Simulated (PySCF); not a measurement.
Compound: C5H4N2O.
SMILES with atom numbers: `[CH3:1][C:2]#[C:3][c:4]1[n:5][cH:6][n:7][o:8]1`

Geometry (GFN2-xTB, Å), atoms numbered from 1 in this order:
```xyz
12
C5H4N2O angstrom
C     -2.968    0.127    0.010
C     -1.534    0.039    0.034
C     -0.332   -0.029    0.047
C      1.068   -0.100    0.049
N      1.895    0.631   -0.652
C      3.102    0.152   -0.276
N      3.039   -0.809    0.597
O      1.714   -0.989    0.824
H     -3.382   -0.281    0.931
H     -3.357   -0.437   -0.837
H     -3.270    1.169   -0.090
H      4.026    0.528   -0.663
```

Probes without a nucleus sit at each ring's centroid and 1 Å off its mean plane on both sides; NICS is minus the shielding there, NICSzz its component along the normal. Level: GIAO PBE0/pcSseg-1 (PySCF, non-relativistic, gas phase) on the GFN2-xTB geometry, one conformer.

Ring bond lengths (Å), with Mayer bond orders in brackets: C4–N5 1.308 (1.57), N5–C6 1.352 (1.32), C6–N7 1.300 (1.66), N7–O8 1.355 (1.00), O8–C4 1.345 (1.09).

What do the NICS probes read (ppm)?

```csv
ring,type,NICS(0),"NICS(1), two faces","NICS(1)zz, two faces",rms pucker (Å),"centre to ring atoms, mean (Å)"
C4–N5–C6–N7–O8,5-membered ring with 2 N and O; formal bonds all aromatic,-11.8,-11.2 / -11.2,-28.4 / -28.4,0.00,1.13
```

What can be read from them?

- C4–N5–C6–N7–O8: mean NICS(1)zz -28.4 ppm, shielded, aromatic by this magnetic criterion (flat ring, no four-coordinate atom).

What does the geometric index give? HOMA takes Krygowski's 1993 parameters.

- C4–N5–C6–N7–O8: HOMA 0.62; the largest term is that of O8–C4, α(R − Ropt)² = 1.02.

At the second NICS(1) probe listed for ring C4–N5–C6–N7–O8, 1 Å off the ring, what do the in-plane components average?

The isotropic value is a third of the trace: (3 × -11.2 − (-28.4))/2 = -2.6 ppm.

Give the inner angles of the rings and the Hirshfeld charges of the ring atoms.

- C4–N5–C6–N7–O8: C4 112.0° (+0.139 e), N5 102.6° (-0.195 e), C6 113.9° (+0.048 e), N7 105.0° (-0.114 e), O8 106.6° (-0.022 e); sum 540.0° against 540° for a flat convex ring.
